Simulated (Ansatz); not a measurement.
Ansatz (an electronic-structure program) input:

Ansatz 0.2 input:
```yaml
crystal:
  periodic: [false, false, false]
  atoms:
    - {symbol: Cu, position_ang: [-0.00000000, -0.00000000, -1.54839641]}
    - {symbol: I, position_ang: [0.00000000, 0.00000000, 0.84723577]}
basis:
  gaussian:
    orbitals: def2-TZVP
magnetization: {spin_polarized: false}
correlation: {method: mp2, electrons: outside_noble_gas}
relax: {f_tol: 0.003, max_steps: 100}
```

Question: What final total energy does it print?

Answer: -1936.20740 Eh (MP2/def2-TZVP). The basis has 95 functions. The run takes about 26 core-seconds (a rough figure).
